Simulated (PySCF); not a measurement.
C2H6BFO2. Atoms are numbered in the order given.

```xyz
12

C     -0.0378    -2.4471     0.0000
O     -0.7210    -1.2043     0.0000
B     -0.0202    -0.0448     0.0000
O      1.3393    -0.0373     0.0000
C     -0.8096     1.3310     0.0000
F      0.1214     2.3831     0.0000
H     -0.7903    -3.2482     0.0000
H      0.6010    -2.5521     0.8925
H      0.6010    -2.5521    -0.8925
H      1.6516     0.8808     0.0000
H     -1.4588     1.4388     0.8878
H     -1.4588     1.4388    -0.8878
```
Charge 0, spin multiplicity 1.

Geometry optimised at r2SCAN-D4/def2-SVP. This is a generated structure with no PubChem entry under its InChIKey; it may be hypothetical. Other conformers were not sampled.

Calculation: HF/def2-TZVP (PySCF).

Symmetry labels are those of the subgroup Cs that the program uses (full group Cs).

Computed valence orbital energies around the gap with their symmetry:
| orbital | symmetry | energy (eV) |
|---|---|---|
| HOMO−7 | A" | -17.40 |
| HOMO−6 | A' | -16.73 |
| HOMO−5 | A' | -16.03 |
| HOMO−4 | A" | -14.92 |
| HOMO−3 | A" | -14.24 |
| HOMO−2 | A' | -13.68 |
| HOMO−1 | A' | -12.98 |
| HOMO | A" | -12.69 |
| LUMO | A' | 3.14 |
| LUMO+1 | A' | 4.27 |
| LUMO+2 | A" | 4.33 |
| LUMO+3 | A' | 4.60 |
